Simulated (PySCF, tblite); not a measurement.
C₈H₆S.
Atom-mapped SMILES: `[CH:1]#[C:2][c:3]1[cH:4][cH:5][cH:6][c:7]([SH:8])[cH:9]1` (hydrogens: H10 on C1; H11 on C4; H12 on C5; H13 on C6; H14 on S8; H15 on C9)

Computed with GFN2-xTB (tblite), gas phase: Langevin dynamics at 400 K from the optimised GFN2-xTB geometry, time step 0.5 fs, friction 0.01 fs⁻¹, 2000 steps. Over the second half of the run the saved frames average 470 K.

Frame at 250 fs, instantaneous temperature 524 K:
```
atom  x, y, z in Å
C1      2.844   -0.797   -0.940
C2      1.811   -0.389   -0.495
C3      0.467   -0.058   -0.108
C4      0.236    1.330    0.001
C5     -1.085    1.786    0.162
C6     -2.125    0.829    0.205
C7     -1.839   -0.530    0.162
S8     -3.179   -1.631    0.432
C9     -0.514   -0.988    0.035
H10     3.798   -0.968   -1.371
H11     1.042    2.016   -0.022
H12    -1.270    2.859    0.216
H13    -3.098    1.292    0.300
H14    -3.269   -2.256   -0.812
H15    -0.267   -2.016   -0.032
```

Frame at 425 fs, instantaneous temperature 446 K:
```
atom  x, y, z in Å
C1      2.715   -0.589   -0.926
C2      1.611   -0.261   -0.672
C3      0.415   -0.018   -0.077
C4     -0.056    1.258    0.298
C5     -1.331    1.428    0.778
C6     -2.201    0.426    0.730
C7     -1.771   -0.852    0.424
S8     -3.011   -2.027    0.363
C9     -0.421   -1.109    0.028
H10     3.735   -0.890   -1.076
H11     0.764    2.002    0.208
H12    -1.768    2.410    1.091
H13    -3.305    0.635    0.789
H14    -2.094   -3.014    0.556
H15    -0.101   -2.050   -0.226
```

Frame at 625 fs, instantaneous temperature 572 K:
```
atom  x, y, z in Å
C1      2.781    0.646   -0.821
C2      1.561    0.736   -0.637
C3      0.135    0.573   -0.236
C4     -0.460    1.750    0.334
C5     -1.691    1.724    0.795
C6     -2.500    0.549    0.571
C7     -1.858   -0.645    0.155
S8     -2.898   -2.068    0.325
C9     -0.540   -0.595   -0.257
H10     3.821    0.559   -0.977
H11     0.211    2.577    0.246
H12    -2.363    2.631    1.129
H13    -3.470    0.757    0.678
H14    -1.898   -2.902    0.031
H15    -0.176   -1.608   -0.639
```

Frame at 800 fs, instantaneous temperature 476 K:
```
atom  x, y, z in Å
C1      2.911    0.258    0.547
C2      1.742    0.130    0.343
C3      0.363    0.233    0.001
C4     -0.187    1.539   -0.076
C5     -1.535    1.739   -0.087
C6     -2.385    0.634   -0.016
C7     -1.914   -0.695   -0.067
S8     -3.092   -2.028   -0.079
C9     -0.534   -0.837    0.025
H10     3.933    0.456    0.760
H11     0.590    2.339   -0.172
H12    -2.055    2.680   -0.081
H13    -3.431    0.795   -0.052
H14    -2.315   -3.111   -0.410
H15     0.008   -1.770    0.023
```

Frame at 1000 fs, instantaneous temperature 389 K:
```
atom  x, y, z in Å
C1      2.853   -0.267    1.215
C2      1.799    0.167    0.842
C3      0.515    0.320    0.194
C4     -0.013    1.606    0.026
C5     -1.311    1.742   -0.472
C6     -2.036    0.677   -0.830
C7     -1.574   -0.676   -0.564
S8     -2.667   -1.930   -0.660
C9     -0.261   -0.799   -0.118
H10     3.706   -0.430    1.736
H11     0.531    2.473    0.370
H12    -1.650    2.715   -0.443
H13    -3.161    0.823   -1.074
H14    -2.030   -2.735    0.210
H15     0.241   -1.733    0.123
```

Task: What do single points at PBE0/pcSseg-1 (PySCF, gas phase) give on these frames?

Result: 
```
t (fs)  GFN2-xTB E above start (eV)  DFT E above lowest frame (eV)  HOMO (eV)  LUMO (eV)  dipole (D)
   250                         0.46                           0.00      -6.95      -1.17        1.56
   425                         0.88                           0.59      -6.36      -1.16        0.74
   625                         1.25                           0.96      -6.43      -1.37        0.41
   800                         0.48                           0.09      -6.56      -1.27        0.65
  1000                         0.71                           0.43      -6.41      -1.19        1.07
```

Both levels order the frames alike by energy; measured from each level's lowest frame they differ by 0.18 eV at most. The HOMO–LUMO gap runs from 5.06 to 5.78 eV. These are instantaneous structures, not minima.

Task: And the isotropic GIAO shieldings (ppm) from the same runs?

Result: 
```csv
atom,250 fs,425 fs,625 fs,800 fs,1000 fs,mean,range
C1,99.0,94.1,94.9,95.4,98.5,96.4,4.9
C2,96.5,99.4,92.5,98.3,93.1,96.0,6.9
C3,59.6,57.3,56.9,53.1,53.1,56.0,6.5
C4,41.2,56.0,56.2,44.5,49.8,49.5,15.0
C5,41.5,59.5,46.9,57.0,55.8,52.1,18.0
C6,42.2,53.8,43.1,50.9,48.4,47.7,11.6
C7,54.9,43.2,42.7,44.1,43.4,45.7,12.2
S8,528.1,528.0,502.7,501.3,527.8,517.6,26.8
C9,45.5,43.3,56.7,50.4,48.3,48.8,13.4
H10,28.6,28.0,28.7,28.3,30.2,28.8,2.2
H11,24.0,23.9,24.4,23.6,24.4,24.1,0.8
H12,23.6,23.9,22.9,24.1,24.9,23.9,2.0
H13,23.5,23.8,24.8,24.7,23.4,24.0,1.4
H14,26.8,27.5,28.2,27.1,27.5,27.4,1.4
H15,23.9,24.6,23.6,24.4,24.0,24.1,1.0
```

What follows is the cost of the whole dynamics run. Time: 13 s; peak memory 0.18 GiB. Hardware: Arm Neoverse V1, one thread, no GPU, shared host.
